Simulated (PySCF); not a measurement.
## Polarisability and C₆ of Re⁺ (rhenium, charge +1)

[Xe] 4f14 5d5 6s1, high-spin 7S determinant. Computed with PySCF 2.14 in aug-cc-pwCVTZ-PP with ECP60MDF (8s8p7d4f3g, 122 functions), with a scalar-relativistic core potential. Coupled (time-dependent) response in atomic units; α is the mean over directions.

```
method  mean α (bohr³)  C₆ (like pair)  S(−4)
   UHF           37.72           322.3  641.6
   PBE           30.12           253.9  341.5
```

S(−4) is the Cauchy moment in α(ω) = α(0) + S(−4) ω² + …

α(iu) at PBE:

| u (hartree) | α(iu) (bohr³) |
| --- | --- |
| 0 | 30.12 |
| 0.0500 | 29.30 |
| 0.100 | 27.15 |
| 0.200 | 21.55 |
| 0.300 | 16.79 |
| 0.500 | 10.99 |
| 0.750 | 7.374 |
| 1.00 | 5.391 |
| 1.50 | 3.304 |
| 2.00 | 2.243 |
| 3.00 | 1.221 |
| 5.00 | 0.5158 |

A single London oscillator, α(iu) = α/(1 + u²/ω²), gives C₆ = (3/4) ω α². Matching the computed C₆ needs ω = 4 × 253.9 / (3 × 30.12²) = 0.373 hartree.

For an ion, C₆ is the dispersion term alone; charge-induced terms of lower order in 1/R come first.

Energies and moments cover only the electrons outside the core potential. Spin-orbit coupling, which splits the p, d and f shells strongly at this Z, is absent.
